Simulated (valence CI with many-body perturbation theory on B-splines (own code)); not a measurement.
## Energy levels of Ta⁴²⁺

Calculated by configuration interaction combined with many-body perturbation theory (CI+MBPT): three valence electrons over a frozen Dirac-Fock core [Ar] 3d10, a basis of 11 s, 11 p, 9 d, 7 f, 5 g, 2 h, 1 i functions for each j, with the one-electron correlation potential Σ1 (screened to all orders), the two-electron term Σ2, the three-electron term Σ3, Breit, model QED; selected single and double excitations, second order for the rest (own B-spline code, finite nucleus).

The last digits are not significant, and no measured levels were compared; by estimate large intervals hold to a few tenths of a per cent, small ones and those within an open d or f shell to about a per cent.

Levels 46 to 67 of 67, with energies above the lowest level, (4s^2 4p1/2) J=1/2. "Leading %" is the weight of the configuration and term that name the level; weights of strongly mixed levels are sums over their largest components and can fall short. In the jj column 3d3/2^4 stands for four electrons in 3d with j = 3/2.

```csv
No.,Configuration,Term,J,E (× 10³ cm⁻¹),Leading %,Leading jj,g
46,4p2.4d,2G,7/2,4121.8,29,4p1/2 4p3/2 4d3/2 (50 %),1.003
47,4p2.4d,4F,3/2,4167.1,34,4p1/2 4p3/2 4d3/2 (86 %),0.897
48,4s.4p.4f,4G,5/2,4176.0,40,4p1/2 4p3/2 4d3/2 (48 %),0.790
49,4p2.4d,4D,1/2,4177.2,82,4p1/2 4p3/2 4d3/2 (99 %),0.156
50,4s.4p.4f,4F,7/2,4180.0,32,4s 4p1/2 4f7/2 (85 %),1.191
51,4s.4p.4f,2D,5/2,4203.2,21,4s 4p1/2 4f5/2 (73 %),1.028
52,4s.4p.4f,4F,3/2,4226.3,47,4s 4p1/2 4f5/2 (83 %),0.655
53,4s.4p.4f,4G,7/2,4229.0,30,4s 4p1/2 4f7/2 (55 %),1.119
54,4s.4p.4f,4G,9/2,4232.5,32,4s 4p1/2 4f7/2 (90 %),1.199
55,4s.4p.4f,2F,5/2,4247.3,26,4s 4p1/2 4f7/2 (81 %),1.084
56,4s.4p.4f,2G,7/2,4284.7,27,4s 4p1/2 4f7/2 (30 %),1.078
57,4p2.4d,2D,3/2,4300.8,41,4p1/2 4p3/2 4d3/2 (88 %),1.114
58,4p2.4d,4P,1/2,4319.1,38,4p1/2 4p3/2 4d3/2 (94 %),1.790
59,4p2.4d,4P,5/2,4331.1,37,4p1/2 4p3/2 4d3/2 (46 %),1.252
60,4p2.4d,4D,7/2,4343.0,38,4p1/2 4p3/2 4d5/2 (83 %),1.305
61,4p2.4d,2G,9/2,4359.2,55,4p1/2 4p3/2 4d5/2 (87 %),1.184
62,4p2.4d,2P,3/2,4376.7,49,4p1/2 4p3/2 4d5/2 (91 %),1.407
63,4p2.4d,2D,5/2,4387.4,46,4p1/2 4p3/2 4d5/2 (89 %),1.156
64,4p2.4d,2F,7/2,4484.9,41,4p1/2 4p3/2 4d5/2 (70 %),1.053
65,4p2.4d,2D,3/2,4489.6,63,4p1/2 4p3/2 4d5/2 (92 %),0.902
66,4p2.4d,2P,1/2,4495.8,59,4p1/2 4p3/2 4d5/2 (94 %),1.131
67,4p2.4d,2D,5/2,4511.3,29,4p1/2 4p3/2 4d5/2 (65 %),1.135
```
